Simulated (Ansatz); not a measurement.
The same path of AlBH₅OS (9 atoms, charge 1, multiplicity 1) was run twice with different band settings. The coordinate that changes most is the height of S4 over the plane of its neighbours.

These are results of RKS B3LYP/6-31G* (Ansatz), not measurements.

Relaxed end points:

```xyz
9
Properties=species:S:1:pos:R:3
B 1.647 1.809 -0.368
Al 0.540 0.002 -0.554
O -0.972 -0.041 0.492
S -2.128 -1.099 0.673
H 1.417 2.734 -1.083
H 2.506 1.914 0.452
H 0.517 -1.400 -1.294
H -1.765 -1.767 1.807
H -1.761 -2.152 -0.125
```

```xyz
9
Properties=species:S:1:pos:R:3
B 1.550 1.851 -0.354
Al 0.861 -0.150 -0.569
O -0.740 -0.382 0.330
S -1.629 -1.687 0.452
H 1.223 2.695 -1.129
H 2.274 2.153 0.543
H 1.225 -1.533 -1.236
H -1.887 -1.736 1.791
H -2.877 -1.212 0.172
```

Common settings: movable images 9; spring 5.0 eV/Å²; start path IDPP; force threshold 0.05 eV/Å; end points relaxed.

| run | climbing image | optimiser | iteration limit |
| --- | --- | --- | --- |
| 1 | yes | quadratic models (default) | 35 |
| 2 | from the first iteration | lbfgs | 42 |

Task: What does each run give, and how far can it be trusted?

Result: Run 1: converged after 12 iterations, highest image 1.681 eV above the first end. A vibrational analysis at the climbing image gives one clearly imaginary mode, 1175i cm⁻¹: a first-order saddle point.
Run 2: converged after 37 iterations, highest image 1.690 eV above the first end. The order of the stationary point at the top wasn't checked.
Limits of this set-up: the dipole of an ion depends on the origin.
